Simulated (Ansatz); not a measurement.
Mulliken charges of HO4Re, SMILES `[O]=[Re](=[O])(=[O])[OH]` from B3LYP/def2-TZVPP in Ansatz (PBE0-D4/def2-TZVP geometry).

```csv
atom,x (Å),y (Å),z (Å),charge (e)
O1,0.108,-0.772,1.658,-0.392
Re2,0.054,-0.440,-0.002,1.343
O3,-1.447,-0.948,-0.603,-0.392
O4,1.305,-1.256,-0.799,-0.386
O5,0.293,1.381,-0.308,-0.396
H6,-0.313,2.035,0.055,0.222
```

Question: By hand: the dipole of these point charges (1 e Å = 4.8032 D).

Answer: Σ q r = (-0.092, 0.473, 0.026) e Å, of length 0.483 e Å = 2.32 D.

Question: How does the dipole of the full density compare? (Estimate.)

Answer: Ansatz gave: (-0.150, 0.662, 0.051) e Å, 3.27 D; the point charges give 0.71 times that, at 2° from its direction.

Point charges leave out the atoms' own dipoles, such as those of lone pairs, and Mulliken's split depends on the basis, so the two needn't agree.

B3LYP here is the variant with VWN-RPA as its local correlation; programs differ in this.
